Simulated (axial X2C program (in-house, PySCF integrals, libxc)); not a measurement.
# Nuclear properties of ZrCO⁺

Computed with an in-house all-electron X2C program for linear molecules (integrals from PySCF): two-component X2C with atomic mean-field Coulomb and Gaunt terms, Gaussian nuclei, basis Zr dyall-v3z, C dyall-v3z, O dyall-av3z with contracted cores.

Zr–C–O held linear, with bonds 2.155 and 1.136 Å (near the PBE0 minimum at charge 1 of the determinant lowest at the starting distance; the state shown can have its own minimum elsewhere, held linear; other orders of the atoms were not compared).

Determinant lowest in the PBE0 search, Ω = 1/2 (⟨Sz⟩ = -1.50, ⟨Lz⟩ = 2.00 at PBE0), spin on the atoms Zr -1.35, C -0.06, O -0.10:

```csv
level,Eeff magnitude (GV/cm),Ws magnitude Zr (kHz),A∥/gI Zr (MHz),qzz Zr (a.u.),A∥/gI C (MHz),qzz C (a.u.),A∥/gI O (MHz),qzz O (a.u.)
PBE0,0.0147,0.0768,1710,-1.42,76.5,-0.75,34,-0.49
HF,0.0484,0.0911,2010,-1.58,120,-0.98,-14.3,-0.59
r2SCAN,0.0514,0.143,1690,-1.36,90.2,-0.72,32.9,-0.48
```

Determinant 0.09 eV from it at PBE0 and this distance, Ω = 7/2 (⟨Sz⟩ = 1.50, ⟨Lz⟩ = 2.00 at PBE0), spin on the atoms Zr 1.35, C 0.06, O 0.10:

```json
{"level": "PBE0", "Eeff magnitude (GV/cm)": "0.0063", "Ws magnitude Zr (kHz)": "0.0122", "A∥/gI Zr (MHz)": "7.15", "qzz Zr (a.u.)": "-1.45", "A∥/gI C (MHz)": "-10.1", "qzz C (a.u.)": "-0.75", "A∥/gI O (MHz)": "-5.62", "qzz O (a.u.)": "-0.50"}
{"level": "HF", "Eeff magnitude (GV/cm)": "0.00307", "Ws magnitude Zr (kHz)": "0.0188", "A∥/gI Zr (MHz)": "-73.3", "qzz Zr (a.u.)": "-1.59", "A∥/gI C (MHz)": "-17.2", "qzz C (a.u.)": "-0.98", "A∥/gI O (MHz)": "-1.95", "qzz O (a.u.)": "-0.60"}
{"level": "r2SCAN", "Eeff magnitude (GV/cm)": "0.0508", "Ws magnitude Zr (kHz)": "0.0206", "A∥/gI Zr (MHz)": "22.7", "qzz Zr (a.u.)": "-1.40", "A∥/gI C (MHz)": "-11.5", "qzz C (a.u.)": "-0.72", "A∥/gI O (MHz)": "-4.26", "qzz O (a.u.)": "-0.48"}
```

Eeff is the effective electric field on the electron electric dipole moment in this Ω state and Ws the scalar–pseudoscalar constant of the nucleus named (defined with the proton number Z and per Ω); A∥ (defined per Ω) follows by multiplying with gI = μI/(I μN); qzz is the electric field gradient, eQq0 = 234.96 MHz × Q/barn × qzz. The operators were transformed with the bare-nucleus X2C matrices; with these basis sets, hyperfine constants and field gradients can be off by tens of per cent, and where levels differ in sign neither size nor sign is settled.

(1) With gI(91Zr) = -0.5214, Q(91Zr) = -0.176 barn, gI(13C) = 1.4048, Q(17O) = -0.02558 barn (g factors from the IAEA table of nuclear moments by Stone; Q from Pyykkö, Mol. Phys. 2018), turn the PBE0 values of the first state into constants in MHz.

The molecule was held linear; bending was not examined, so a bent shape may lie lower.

Each state is one determinant with collinear spin, which with several unpaired electrons need not be a pure state. Unrestricted Hartree–Fock can overshoot spin polarisation at the nuclei. In the state Ω = 1/2 the sign of Eeff differs between levels (r2SCAN against PBE0). In the state Ω = 7/2 the sign of Eeff differs between levels (r2SCAN against PBE0). With several open shells hyperfine constants can be off by a factor of several. Where Eeff spreads by more than a factor of two the levels disagree and none is to be relied on. The search compared states at one distance, so a state with another bond length can lie lower. PBE0 term energies can be off by some tenths of an eV.

## Answers

(1) A∥(91Zr) = 1710 × -0.5214 = -892 MHz; eQq0(91Zr) = 234.96 × (-0.176) × (-1.42) = 58.7 MHz; A∥(13C) = 76.5 × 1.4048 = 107 MHz; eQq0(17O) = 234.96 × (-0.02558) × (-0.49) = 2.95 MHz.
